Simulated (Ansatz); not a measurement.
`[F][Al-]([F])([F])[O+]([SiH3])[SiH3]` at its PBE0-D4/def2-TZVP geometry, where that method's forces vanish. Total charge 0; spin multiplicity 1.

| atom | x (Å) | y (Å) | z (Å) |
| --- | --- | --- | --- |
| F1 | 1.1719 | -2.4123 | 0.6079 |
| Al2 | 1.5606 | -0.8086 | 0.5783 |
| F3 | 2.4491 | -0.2637 | -0.7180 |
| F4 | 1.8412 | -0.0968 | 2.0406 |
| O5 | -0.0536 | 0.0143 | 0.0025 |
| Si6 | 0.0258 | 0.8994 | -1.4646 |
| Si7 | -1.4740 | -0.1515 | 0.9323 |
| H8 | 0.9607 | 2.0239 | -1.2931 |
| H9 | -1.3678 | 1.3936 | -1.6111 |
| H10 | 0.3674 | -0.0233 | -2.5600 |
| H11 | -1.0882 | -0.9804 | 2.0882 |
| H12 | -2.4874 | -0.8024 | 0.0748 |
| H13 | -1.9056 | 1.2078 | 1.3223 |

Question: For each bond, give half the difference of the two atoms' forces along it (eV/Å; positive pushes the atoms apart) under PBE-D4, r2SCAN-D4, B3LYP-D4, ωB97M-V in def2-TZVPP. (Estimate.)

Answer: The calculation gave: 
```csv
bond,length (Å),PBE-D4,r2SCAN-D4,B3LYP-D4,ωB97M-V
F1–Al2,1.650,0.25,0.02,0.07,0.06
Al2–F3,1.663,0.27,0.03,0.06,0.07
Al2–F4,1.650,0.25,0.02,0.07,0.06
Al2–O5,1.901,-0.05,-0.01,-0.01,0.02
O5–Si6,1.715,0.16,0.03,0.13,0.13
O5–Si7,1.706,0.15,0.03,0.12,0.13
Si6–H8,1.472,0.04,-0.02,-0.09,-0.14
Si6–H9,1.486,0.06,-0.02,-0.10,-0.10
Si6–H10,1.472,0.04,-0.02,-0.09,-0.15
Si7–H11,1.474,0.06,-0.02,-0.11,-0.14
Si7–H12,1.479,0.04,-0.02,-0.08,-0.12
Si7–H13,1.479,0.04,-0.02,-0.08,-0.12
```

B3LYP here is the variant with VWN-RPA as its local correlation; programs differ in this.

Program: Ansatz 0.2.0.
